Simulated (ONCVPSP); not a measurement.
## Gd, ONCV: configuration errors across variants

```
Element                 : gadolinium (Gd)
Generator               : ONCVPSP 4.0.1
Type                    : optimised norm-conserving Vanderbilt (ONCV)
Functional              : PBE
Relativity              : scalar-relativistic
Frozen core             : [Kr]
Valence charge          : 28
Reference configuration : 4d10 4f7 5s2 5p6 5d1 6s1.5 (charge +0.5)
Partial waves           : 5s+6s: rc 2.55 bohr, ncon 4, nbas 8, qcut 4 1/bohr, 2 projectors; 5p: rc 2.50 bohr, ncon 3, nbas 6, qcut 6.4 1/bohr, 1 projector; 4d+5d: rc 0.95 bohr, ncon 3, nbas 8, qcut 19.4 1/bohr, 2 projectors; 4f: rc 0.90 bohr, ncon 4, nbas 9, qcut 20 1/bohr, 2 projectors, debl 3.5 Ha
Local potential         : polynomial inside 0.60 bohr (lpopt 5, dvloc0 6 Ha)
Core correction         : none
```

All-electron excitation energies from the reference (eV): (1) 4d10 4f7 5s2 5p6 5d1 6s2 -2.678; (2) 4d10 4f7 5s2 5p6 5d1 6s1 3.967; (3) 4d10 4f7 5s2 5p6 5d1 6s0 16.067.

2 further variants failed, have other tests or too few solved ones, and are left out.

A true bound ghost makes a file unfit for plane-wave use even where its test errors are small: the radial tests pick states by their node count and pass the ghost by.

Errors AE − PS in meV (a dash: test not solved or not reliable):

```json
{"change": "base", "(1)": "+0.7", "(2)": "-1.1", "(3)": "-5.3", "bound ghosts": "s, p", "GHOST(+) flags above zero": "s"}
{"change": "d: qcut 12.9", "(1)": "+0.7", "(2)": "-1.1", "(3)": "-5.4", "bound ghosts": "s, p", "GHOST(+) flags above zero": "s"}
{"change": "d: qcut 18.4", "(1)": "+0.7", "(2)": "-1.1", "(3)": "-5.3", "bound ghosts": "s, p", "GHOST(+) flags above zero": "s"}
{"change": "d: qcut 21.3", "(1)": "+0.7", "(2)": "-1.1", "(3)": "-5.3", "bound ghosts": "s, p", "GHOST(+) flags above zero": "s"}
```

(1) Give the same row for: d: qcut 15.5.

Answers

(1) +0.7, -1.1, -5.2; bound ghosts: s, p; GHOST(+) flags above zero: s, d.
